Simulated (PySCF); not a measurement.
Spinor energies of V (vanadium, neutral)

Start: [Ar] 3d3 4s1 4p1; 3d5/2 filled at m_j = +1/2, +3/2, +5/2; 4s1/2 filled at m_j = +1/2; 4p3/2 filled at m_j = +3/2. Calculated with PySCF 2.14 in x2c-TZVPall-2c with one added diffuse shell each of s, p, d type (7s8p5d1f, 63 functions): generalised Hartree-Fock with the X2C-1e Hamiltonian and a Gaussian nucleus; one run each with spin-orbit coupling (SO) switched off, then screened by Boettger's factors. This is a chosen level, not necessarily the ground level.

```tsv
spinor shell	electrons	ε, spin-free (eV)	ε, screened SO (eV)	weight of nominal j (screened SO)	rms radius, screened SO (bohr)
1s1/2	2	-5521.3	-5521.3	1.000	0.0768
2s1/2	2	-658.36	-658.38	1.000	0.332
2p1/2	2	-546.92	-551.69	0.993	0.301
2p3/2	4	-546.92	-544.62	0.996	0.304
3s1/2	2	-88.721	-88.741	1.000	1.02
3p3/2	4	-56.106	-56.674	0.836	1.11
3p1/2	2	-56.106	-55.040	0.672	1.10
3d5/2	3	-14.680	-14.682	0.793	1.54
4s1/2	1	-8.740	-8.745	0.998	3.62
4p3/2	1	-4.948	-4.935	1.000	4.58
```

```tsv
quantity	spin-free	screened SO
E (hartree)	-948.08859	-948.09563
M_J	13/2	13/2
⟨J²⟩	48.765	48.765
⟨L²⟩	20.015	20.018
⟨S²⟩	8.750	8.749
```

Each row is a mean over spinors that exchange with the open shell spreads, by up to 9.998 eV (3p3/2).

Rows whose weight is well below 1 are mixtures of j = l ± 1/2: exchange outweighs spin-orbit coupling there, and the label is only the starting occupation.

Without spin-orbit coupling the j labels of p, d and f shells carry no meaning; the spin-free column gives the mean over the occupied spinors of each nl shell.
